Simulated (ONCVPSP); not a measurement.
## Potentials for cobalt (Co) compared

Generated with ld1.x 7.5 (TM, RRKJ, ultrasoft, PAW), atompaw 4.2 or ONCVPSP 4.0.1. The cutoff is in Ry: for ld1.x and atompaw files where the sum of valence levels is converged to 10 mRy in a Bessel basis, for ONCV files where the hardest occupied wave has 1 mHa per electron of residual kinetic energy. The error is the largest all-electron minus pseudo excitation energy over each file’s own four to seven test configurations (ionisations up to +4, promotions, holes and added fractions of an electron), all of which were solved. The labels leave out finer settings (local radius, basis sizes, second energies), which also bear on the numbers. Spin-polarised tests are not counted. The rows are a selection from randomly drawn settings: files with unsolved tests, undetermined cutoffs or missed reference levels are left out.

A true bound ghost makes a file unfit for plane-wave use even where its test errors are small: the radial tests pick states by their node count and pass the ghost by.

| potential | cutoff (Ry) | largest error (meV) | bound ghosts |
| --- | --- | --- | --- |
| ONCV, PBE, scalar-relativistic, rc 1.50/1.05/1.65 (spd), local smoothed, core correction no, reference 3s2 3p6 3d7.5 4s1.5, qcut 7.2/13.5/8.7, projectors 3/2/2 | 71 | +16 | none |
| ONCV, PBE, scalar-relativistic, rc 1.10/0.90/1.00 (spd), local smoothed, core correction no, reference 3s2 3p6 3d7 4s2, qcut 9.3/8.8/13.6, projectors 2/2/3 | 160 | -3.6 | none |
| ONCV, LDA (Perdew-Zunger), scalar-relativistic, rc 2.50/2.55/1.00 (spd), local smoothed, core correction no, reference 3d7 4s2, qcut 2.7/2.6/18.8, projectors 1/2/2 | 231 | -161 | s |
| ONCV, PBEsol, scalar-relativistic, rc 0.95/1.05/1.25/1.30 (spdf), local smoothed, core correction yes, reference 3s2 3p6 3d6, qcut 15.6/15.5/10.7/10, projectors 2/2/2/1 | 145 | +32 | none |
| ONCV, LDA (Perdew-Wang 92), fully relativistic, rc 1.00/1.15/1.55/1.20 (spdf), local smoothed, core correction yes, reference 3s2 3p6 3d7 4s1.5, qcut 9.6/14.2/9.6/10.4, projectors 2/2/2/2 | 84 | -171 | none |

(1) Fill in the row for Co: ONCV, Wu-Cohen, scalar-relativistic, rc 2.10/1.95/1.35 (spd), local smoothed, core correction yes, reference 3d7 4s2, qcut 3.8/3.7/11.7, projectors 2/2/2.

## Answers

(1) cutoff 108 Ry, largest error -590 meV, bound ghosts: none.
